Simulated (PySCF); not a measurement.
WO2Cl, SMILES [W+](=[O])([Cl])=[O], charge +1, multiplicity 1.

The structure is a stationary point at PBE0-D3(BJ)/def2-SVP. The spin state was assumed, not searched. The isomer is the one that the SMILES or the coordinates give; other isomers of the formula were not compared. The def2 effective core potentials stand for the cores of W; spin–orbit coupling is left out.

Two levels are set side by side: TDA-PBE/def2-SVPD (PySCF) and TDA-M06-2X/def2-SVPD (PySCF). Vertical, same geometry. The lowest singlet is HOMO→LUMO 100 % with PBE and HOMO−2→LUMO 57 %, HOMO→LUMO 39 % with the other functional; states are paired by order. Differences are taken from unrounded values.

| quantity | TDA-M06-2X | TDA-PBE | TDA-PBE minus TDA-M06-2X |
|---|---|---|---|
| lowest singlet excitation (eV) | 3.37 | 2.62 | -0.76 |
| lowest triplet excitation (TDA) (eV) | 3.21 | 2.47 | -0.74 |

Functionals without exact exchange tend to place singlet excitations lower, as here. Differences between two approximate levels are no errors against the true value.

Rough cost on one machine, each run with all the roots and properties that it gave: TDA-M06-2X against TDA-PBE about 6 times.
